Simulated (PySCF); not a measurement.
A structure optimised at PBE-D3(BJ)/def2-SVP, used in a PySCF frequency run:

```xyz
5

Zr     0.0000     0.0000     0.0000
F     -1.1019     1.1019    -1.1019
F      1.1019     1.1019     1.1019
F      1.1019    -1.1019    -1.1019
F     -1.1019    -1.1019     1.1019
```

Q: Write its SMILES, formula and point group.

A: [F][Zr]([F])([F])[F], F4Zr, Td

Q: What are its rotational constants (standard atomic weights)?

A: 2.7384, 2.7384, 2.7384 GHz
